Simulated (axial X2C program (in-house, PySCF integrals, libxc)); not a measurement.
**Bond lengths and stretching modes, held linear, of SnOH**

Calculated with an axial X2C code built on PySCF integrals: two-component X2C with atomic mean-field Coulomb and Gaunt terms, Gaussian nuclei, basis Sn dyall-v3z, O dyall-av3z, H dyall-v3z with contracted cores. Spin-free rows use the one-electron spin-free X2C Hamiltonian.

Masses Sn 119.902, O 15.995, H 1.008 u. States: 2c Ω = 1/2 (beyond evenly filled blocks: ω = 1/2); spin-free M_S = 1/2, Λ = 1 (beyond evenly filled blocks: π+α).

MP2, 2c: energies above the lowest point

```
r(Sn–O) (Å)  r(O–H) (Å)  E (meV)
     1.9071      0.9282    37.05
     1.9071      0.9520    18.38
     1.9071      0.9758    31.33
     1.9560      0.9282    19.39
     1.9560      0.9520     0.00
     1.9560      0.9758    12.24
     1.9560      0.9996    51.28
     2.0049      0.9282    51.37
     2.0049      0.9520    31.25
     2.0049      0.9758    42.78
     2.0538      0.9520   100.69
     2.0538      0.9996   149.22
```

Task: Fit a quadratic surface with cubic terms in each bond: where is the minimum, and what are the two stretching wavenumbers?

Result: At MP2, 2c: bonds 1.948 and 0.954 Å; harmonic stretches 626.3 and 3982.3 cm⁻¹; force constants 3.45, 8.83 and coupling -0.10 mdyn/Å.

The other levels and Hamiltonians give:

| Hamiltonian | level | r(Sn–O) (Å) | r(O–H) (Å) | lower stretch (cm⁻¹) | upper stretch (cm⁻¹) |
| --- | --- | --- | --- | --- | --- |
| 2c | PBE0 | 1.954 | 0.951 | 621.4 | 4005.8 |
| 2c | HF | 1.942 | 0.933 | 640.9 | 4249.5 |
| 2c | BHandHLYP | 1.950 | 0.943 | 629.6 | 4101.0 |
| spin-free | PBE0 | 1.951 | 0.951 | 624.8 | 4006.8 |
| spin-free | HF | 1.939 | 0.933 | 644.7 | 4249.8 |
| spin-free | BHandHLYP | 1.947 | 0.943 | 633.6 | 4102.0 |
| spin-free | MP2 | 1.945 | 0.954 | 629.9 | 3982.6 |

Each state is one determinant, the lowest of a limited PBE0 search; the stretches come from a fit to these few points and carry an uncertainty of a few per cent. Other orders of the atoms were not compared. MP2 freezes inner shells (threshold -2 hartree). The molecule was held linear; bending was not examined, so a bent shape may lie lower. Note: functional without a current term on a determinant with orbital currents, of the molecule or an atom.
